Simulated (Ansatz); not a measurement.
`C[CH](C)[SnH3]` → `C[CH2][SnH3]` + `[CH2]` (triplet)  (formal loss of a carbene)

Computed with Ansatz on PBE0-D4/def2-TZVP structures; ΔE is electronic, products minus reactants. CBS: MP2 limit from def2 TZ/QZ plus the TZ coupled-cluster correction, frozen cores. This one scheme is used for every species. Functionals use def2-TZVPP. B3LYP here is the variant with VWN-RPA as its local correlation; programs differ in this. Triplets are unrestricted, without spin–orbit coupling. Elements past krypton have def2 core potentials. For Sn outer-core shells are correlated without core-valence functions, which leaves a few kJ/mol of doubt a bond.

CCSD(T)/CBS gives +4.50 eV.

Another level gave +4.47 eV. Which?
A. MP2/def2-TZVPP
B. B3LYP-D4/def2-TZVPP
C. B97M-V/def2-TZVPP
D. BLYP/def2-TZVPP

C. B97M-V 4.47, B3LYP-D4 4.40, MP2/def2-TZVPP 4.53, BLYP 4.21 eV.

Largest T1 diagnostic among the species: 0.012.

At CCSD(T), def2-SVP lies −0.17 eV from the extrapolated value and def2-TZVPP −0.12 eV. From r2SCAN to r2SCAN0 (25 % exact exchange), in def2-TZVPP and without D4, ΔE moves by −0.05 eV.
